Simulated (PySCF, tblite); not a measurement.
Isomers of C6H10NS (doublet state), one GFN2-xTB conformer each. Single-point energies are computed at B3LYP/pcH-1 (PySCF, gas phase, no added dispersion term), electronic only. GFN2-xTB treats the open shell by occupation alone, and not every SCF solution was tested for stability.

Question: Rank them by B3LYP/pcH-1 energy, lowest first (kcal/mol).
A. `[NH2:1][CH:2][C@@H:3]1[CH2:4][CH2:5][C:6](=[S:7])[CH2:8]1` (doublet state) with N1–C2–C3–C4 -129°, C2–C3–C4–C5 -162°, C3–C4–C5–C6 22°, C4–C5–C6–S7 -169°, C5–C6–C8–C3 -30°
B. `[NH2:1][CH2:2][C:3]1[CH2:4][CH2:5][C:6](=[S:7])[CH2:8]1` (doublet state) with H–N1–C2–C3 177° and -64°, N1–C2–C3–C4 109°, C2–C3–C4–C5 -179°, C3–C4–C5–C6 14°, C4–C5–C6–S7 169°, C5–C6–C8–C3 4°

Answer: A (0.0), B (3.6).

Neighbours under 5.0 kcal/mol apart (N[CH][C@@H]1CCC(=S)C1 and NC[C]1CCC(=S)C1) can change places with a better method, another conformer or zero-point energy. GFN2-xTB itself gives, in the same order: 0.0, 8.7. Both levels put the same isomer lowest.

What happens when harmonic zero-point energies from GFN2-xTB frequencies are added?

```tsv
SMILES	ZPE (kcal/mol)	electronic (kcal/mol)	with ZPE (kcal/mol)
N[CH][C@@H]1CCC(=S)C1	92.3	0.0	0.0
NC[C]1CCC(=S)C1	91.6	3.6	2.9
```

The zero-point energies span 0.7 kcal/mol. The order is unchanged.

As an exercise, what shares would exp(−E/RT) give at 1000 K from these electronic energies alone (no entropy, no degeneracies)?

RT = 1.987 kcal/mol: N[CH][C@@H]1CCC(=S)C1 85.9 %, NC[C]1CCC(=S)C1 14.1 %.
